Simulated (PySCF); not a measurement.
## Ionising PbS

B2PLYP; basis Pb def2-SVPD with ECP60, S def2-SVPD; scalar-relativistic core potentials; PySCF 2.14. Neutral (UKS): singlet (closed shell), Re = 2.347 Å, ωe = 414 cm⁻¹, De = 4.51 eV, HOMO -7.65 eV, LUMO -1.68 eV.

PbS⁺ (UKS): doublet (π ↑), Re = 2.512 Å, ωe = 340 cm⁻¹. The energies at the minima are -590.53384 hartree for PbS and -590.21277 for PbS⁺.

Task: Work out the adiabatic ionisation energy, without and with harmonic zero-point energies (1 hartree = 27.2114 eV, 1 eV = 8065.5 cm⁻¹), and the change of the bond length.

Result: At B2PLYP: 0.32107 hartree = 8.737 eV between the minima; the zero-point term (340.0 − 414.0)/2 cm⁻¹ = -0.005 eV makes it 8.732 eV. Re changes by +16.5 pm against the neutral. Minus the HOMO energy is 7.65 eV, -1.09 eV from the value between the minima; self-interaction puts the Kohn–Sham level too high, less so with exact exchange. The electron leaves a π orbital; in so polar a molecule the change of length follows mostly from the change of the ionic charges.

Correlated steps freeze 9 core orbitals. These are scalar-relativistic numbers at best; spin–orbit coupling would shift them, the dissociation energy most. B2PLYP dipoles, levels and charges come from its SCF part alone. States were picked by a PBE0 search and need not be the measured ground states.
